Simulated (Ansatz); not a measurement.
Input for Ansatz (an electronic-structure program): U-B3LYP/cc-pV(T+d)Z on BeH4OSi (SMILES [BeH][O][SiH3]), a point of a bond scan (R = 2.000 Å). Files ending in .json are basis or fitting sets from the Basis Set Exchange.

Ansatz 0.2 input:
```yaml
crystal:
  periodic: [false, false, false]
  atoms:
    - {symbol: Be, position_ang: [-1.57329209, -0.93057217, 1.03196074]}
    - {symbol: H, position_ang: [-2.56627019, -1.51789972, 1.68327935]}
    - {symbol: O, position_ang: [-0.52197513, -0.30873830, 0.34237625]}
    - {symbol: Si, position_ang: [0.70038793, 0.41426606, -0.45940157]}
    - {symbol: H, position_ang: [0.82164976, -0.32033014, -2.31529548]}
    - {symbol: H, position_ang: [1.97927429, 0.16602969, 0.24550305]}
    - {symbol: H, position_ang: [0.46032280, 1.87421957, -0.52987566]}
basis:
  gaussian:
    orbitals: cc-pV_T+d_Z.json
hamiltonian:
  xc: {name: B3LYP}
magnetization: {spin_polarized: true, initial_magnetization: 0}
```

The log:

```
WARN ansatz: RAYON_NUM_THREADS=1 ignored (pool sized by the plan → 1); use --threads N
Functional definition: B3LYP
integrals: 0.06 GiB planned
886 factors; their error is unknown
mean field: 0.69 GiB planned
mean field evaluation 1: about -10388.9456 eV, gradient 4.3e1 eV
mean field evaluation 2: about -10366.4536 eV, gradient 8.6e1 eV
mean field evaluation 4: about -10394.7323 eV, gradient 1.7e0 eV
mean field evaluation 8: about -10394.7798 eV, gradient 2.3e-2 eV
mean field -10394.77983840 eV, -382.0011132263 hartree, gradient 3.6e-5 eV, S^2 0.000000; 0 other end points of the search recorded, 0 dependent functions left out
reference -10394.78011778 eV, -382.0011234934 hartree; 15, 15 occupied and 140, 140 virtual orbitals, 886 factors
Total energy: -10394.78011778 eV, -382.0011234934 hartree
```

The run converged.

Cost: roughly 2.9 core-seconds.
